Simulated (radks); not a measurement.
Mg8+, 4 electrons, occupied as [He] 2s2. All-electron calculation, non-relativistic Kohn-Sham, TPSS, spin-polarised, spherical densities, point nucleus; meta-GGA in the generalised Kohn-Sham scheme. Program: a radial shooting solver on a logarithmic mesh with Libxc functionals.

Radial electron density D(r) = 4 pi r^2 rho(r):

r (bohr),D(r) (e/bohr)
0.005056,0.3227
0.00561,0.3921
0.006176,0.4687
0.006798,0.5595
0.007483,0.6669
0.008237,0.7935
0.00914,0.9561
0.01006,1.133
0.01107,1.340
0.01219,1.581
0.01342,1.860
0.01477,2.181
0.01639,2.583
0.01804,3.008
0.01986,3.489
0.02186,4.030
0.02406,4.631
0.0267,5.352
0.02939,6.079
0.03235,6.860
0.03561,7.686
0.0392,8.544
0.04349,9.488
0.04788,10.35
0.0527,11.17
0.05801,11.91
0.06386,12.54
0.07085,13.04
0.07799,13.31
0.08585,13.34
0.0945,13.12
0.104,12.63
0.1145,11.88
0.1271,10.80
0.1399,9.607
0.154,8.302
0.1695,6.971
0.1865,5.706
0.207,4.517
0.2278,3.667
0.2508,3.102
0.2761,2.833
0.3039,2.837
0.3372,3.072
0.3712,3.400
0.4086,3.720
0.4497,3.933
0.495,3.975
0.5493,3.786
0.6046,3.398
0.6656,2.856
0.7326,2.236
0.8064,1.625
0.8877,1.092
0.985,0.6460
1.084,0.3620
1.193,0.1835
1.314,0.08327
1.446,0.03349
1.605,0.01075
1.766,0.003238
1.944,0.0008319

D(r) has 2 maxima, at r = 0.0831, 0.483 bohr, and minima at 0.290 bohr, inside which lie 2.07 electrons.
